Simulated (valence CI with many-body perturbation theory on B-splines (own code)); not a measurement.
Level structure of Er³⁵⁺

Method: configuration interaction combined with many-body perturbation theory (CI+MBPT): five valence electrons over a frozen Dirac-Fock core [Ar] 3d10, radial functions for each j: 9 s, 9 p, 8 d, 6 f, 3 g, 1 h, with the one-electron correlation potential Σ1 (screened to all orders), the two-electron term Σ2, the three-electron term Σ3, Breit, model QED; selected single and double excitations, second order for the rest, scaled by the run's own slope (own B-spline code, finite nucleus).

No measured spectrum was set against this ion. As an estimate, large intervals hold to a few tenths of a per cent, small ones and those within an open d or f shell to about a per cent. Among the levels kept, up to 780 cm⁻¹ of a level comes from second order outside the variational space, and about a tenth of that is noise between levels of different J, which matters for small intervals.

Levels 1 to 40 of 40, with energies above the lowest level, (4s^2 4p1/2^2 4p3/2) J=3/2. "Leading %" is the weight of the configuration and term that name the level; weights of strongly mixed levels are sums over their largest components and can fall short, so below about 35 % the name and the second component can differ from the true leading terms, or belong to a minority configuration. In the jj column 3d3/2^4 stands for four electrons in 3d with j = 3/2. Lifetimes count E1, E2, E3, M1 and M2 decay at the calculated energies, and are blank where another channel may lead or the interval is too uncertain; long ones can be off by a factor of two.

```tsv
No.	Configuration	Term	J	E (eV)	Leading %	Lifetime	Second component	Leading jj
1	4s2 4p3	2P°	3/2	0.00	45		28 % 4s2 4p3 4S°	4s^2 4p1/2^2 4p3/2 (98 %)
2	4s2 4p3	4S°	3/2	54.88	53	580 ns	45 % 4s2 4p3 2D°	4s^2 4p1/2 4p3/2^2 (98 %)
3	4s2 4p3	2D°	5/2	59.69	99	2.88 μs		4s^2 4p1/2 4p3/2^2 (99 %)
4	4s2 4p3	2P°	1/2	65.72	99	800 ns		4s^2 4p1/2 4p3/2^2 (99 %)
5	4s2 4p3	2P°	3/2	121.42	53	282 ns	28 % 4s2 4p3 2D°	4s^2 4p3/2^3 (98 %)
6	4s2 4p2 4d	2D	3/2	131.88	34	482 ps	33 % 4s2 4p2 4d 4F	4s^2 4p1/2^2 4d3/2 (90 %)
7	4s 4p4	4P	5/2	135.27	64	64.6 ps	20 % 4s 4p4 2D	4s 4p1/2^2 4p3/2^2 (84 %)
8	4s 4p4	2S	1/2	150.80	54	7.16 ps	34 % 4s 4p4 4P	4s 4p1/2^2 4p3/2^2 (91 %)
9	4s2 4p2 4d	2D	5/2	153.37	23	4.99 ps	23 % 4s2 4p2 4d 4D	4s^2 4p1/2^2 4d5/2 (82 %)
10	4s 4p4	2D	3/2	153.43	32	3.56 ps	31 % 4s 4p4 2P	4s 4p1/2^2 4p3/2^2 (79 %)
11	4s2 4p2 4d	4F	3/2	186.59	30	42.8 ps	27 % 4s2 4p2 4d 4D	4s^2 4p1/2 4p3/2 4d3/2 (88 %)
12	4s2 4p2 4d	2F	5/2	187.07	44	277 ps	44 % 4s2 4p2 4d 4F	4s^2 4p1/2 4p3/2 4d3/2 (95 %)
13	4s2 4p2 4d	4D	1/2	187.31	75	148 ps	14 % 4s2 4p2 4d 2P	4s^2 4p1/2 4p3/2 4d3/2 (95 %)
14	4s 4p4	4P	3/2	191.86	52	44.7 ps	21 % 4s2 4p2 4d 2P	4s 4p1/2 4p3/2^3 (62 %)
15	4s2 4p2 4d	2G	7/2	191.92	43	4.99 μs	27 % 4s2 4p2 4d 2F	4s^2 4p1/2 4p3/2 4d3/2 (93 %)
16	4s 4p4	2D	5/2	197.46	39	91.6 ps	18 % 4s2 4p2 4d 2D	4s 4p1/2 4p3/2^3 (53 %)
17	4s2 4p2 4d	4D	7/2	199.94	47	2.06 ns	36 % 4s2 4p2 4d 4F	4s^2 4p1/2 4p3/2 4d5/2 (99 %)
18	4s2 4p2 4d	2P	1/2	204.24	27	1.39 ps	27 % 4s2 4p2 4d 4P	4s^2 4p1/2 4p3/2 4d3/2 (65 %)
19	4s2 4p2 4d	4P	5/2	204.30	35	1.12 ps	19 % 4s2 4p2 4d 2D	4s^2 4p1/2 4p3/2 4d3/2 (70 %)
20	4s2 4p2 4d	2D	3/2	205.02	33	865 fs	22 % 4s2 4p2 4d 2P	4s^2 4p1/2 4p3/2 4d3/2 (81 %)
21	4s2 4p2 4d	2G	9/2	205.17	57		42 % 4s2 4p2 4d 4F	4s^2 4p1/2 4p3/2 4d5/2 (98 %)
22	4s2 4p2 4d	4D	3/2	209.71	31	4.00 ps	25 % 4s 4p4 2D	4s^2 4p1/2 4p3/2 4d5/2 (50 %)
23	4s2 4p2 4d	2S	1/2	212.75	34	1.82 ps	21 % 4s 4p4 4P	4s 4p1/2 4p3/2^3 (36 %)
24	4s2 4p2 4d	4D	5/2	214.46	32	2.19 ps	29 % 4s2 4p2 4d 2F	4s^2 4p1/2 4p3/2 4d5/2 (49 %)
25	4s2 4p2 4d	2F	7/2	216.28	44	3.40 ps	30 % 4s2 4p2 4d 2G	4s^2 4p1/2 4p3/2 4d5/2 (86 %)
26	4s2 4p2 4d	2P	3/2	217.86	38	2.04 ps	21 % 4s 4p4 2P	4s^2 4p1/2 4p3/2 4d5/2 (62 %)
27	4s2 4p2 4d	2D	5/2	219.60	48	1.51 ps	21 % 4s2 4p2 4d 4P	4s^2 4p1/2 4p3/2 4d5/2 (77 %)
28	4s2 4p2 4d	2D	3/2	222.79	40	2.12 ps	18 % 4s 4p4 2P	4s^2 4p1/2 4p3/2 4d5/2 (45 %)
29	4s2 4p2 4d	2P	1/2	226.62	56	1.48 ps	16 % 4s 4p4 2P	4s^2 4p1/2 4p3/2 4d5/2 (62 %)
30	4s2 4p2 4d	4P	1/2	258.03	32	2.20 ps	25 % 4s2 4p2 4d 2S	4s^2 4p3/2^2 4d3/2 (42 %)
31	4s2 4p2 4d	2D	3/2	259.37	37	1.03 ps	26 % 4s2 4p2 4d 4P	4s^2 4p3/2^2 4d3/2 (89 %)
32	4s2 4p2 4d	2P	1/2	259.73	65	2.49 ps	12 % 4s2 4p2 4d 4D	4s^2 4p3/2^2 4d5/2 (47 %)
33	4s2 4p2 4d	2D	5/2	260.10	30	1.15 ps	19 % 4s2 4p2 4d 4D	4s^2 4p3/2^2 4d3/2 (83 %)
34	4s2 4p2 4d	2F	7/2	260.80	43	4.98 ps	40 % 4s2 4p2 4d 4D	4s^2 4p3/2^2 4d5/2 (78 %)
35	4s2 4p2 4d	4F	9/2	262.74	57	490 ns	42 % 4s2 4p2 4d 2G	4s^2 4p3/2^2 4d5/2 (98 %)
36	4s2 4p2 4d	2F	7/2	263.72	67	1.42 ps	25 % 4s2 4p2 4d 2G	4s^2 4p3/2^2 4d3/2 (72 %)
37	4s 4p3 4d	6D°	5/2	267.84	28	40.2 ps	22 % 4s 4p3 4d 4F°	4s 4p1/2^2 4p3/2 4d3/2 (90 %)
38	4s 4p3 4d	6D°	3/2	268.47	35	27.1 ps	17 % 4s 4p3 4d 4D°	4s 4p1/2^2 4p3/2 4d3/2 (92 %)
39	4s 4p3 4d	6D°	1/2	268.47	42	48.5 ps	40 % 4s 4p3 4d 4P°	4s 4p1/2^2 4p3/2 4d3/2 (92 %)
40	4s2 4p2 4d	2D	3/2	269.30	62	1.23 ps	19 % 4s2 4p2 4d 2P	4s^2 4p3/2^2 4d3/2 (84 %)
```

The ionisation energy to 4s2 4p2 3P_0 of the next ion comes out as 1517.8 eV (NIST: 1516 ± 5 eV (theoretical)). All 40 levels together are meant to be complete up to 269.75 eV.
